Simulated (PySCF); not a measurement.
**How well do the runs reproduce experiment for NaBr?**

**Experimental background.**

From Liu, Meijer, Perez-Rios, Phys. Chem. Chem. Phys. 22 (2020) 24191, for the gas: dipole moment 9.1183 D.

The results are set against them at the end.

Compound: NaBr.
SMILES with atom numbers: `[Na:1][Br:2]`

Cartesian coordinates in Å at the PBE0-D3(BJ)/def2-SVP level; atoms count from 1:
```xyz
2
NaBr angstrom
Na    -1.1548    0.3922   -0.2349
Br     1.1725   -0.4210    0.2228
```

Runs made with PySCF (gas phase, on this PBE0-D3(BJ)/def2-SVP geometry; no spin–orbit coupling):

```csv
level,job,basis functions,wall time
"PBE0-D3(BJ)/def2-SVP, grid level 1",geometry optimisation from a GFN2-xTB start shaken at random,47,4.1 s
```

Hardware: Arm Neoverse V1, one thread, no GPU, on a shared host.

## Comparison

**Dipole moment.** Measured: 9.1183 D (Liu, Meijer, Perez-Rios, Phys. Chem. Chem. Phys. 22 (2020) 24191).

```csv
level,computed (D),computed − measured (D),% (from the printed values)
PBE0-D3(BJ)/def2-SVP,8.644,-0.474,-5
```

The computed dipoles belong to one fixed geometry; measured ones are averaged over vibrations unless marked μe. Magnitudes are compared, not signs.

No measured geometry was used, and the causes of the misses weren't examined.
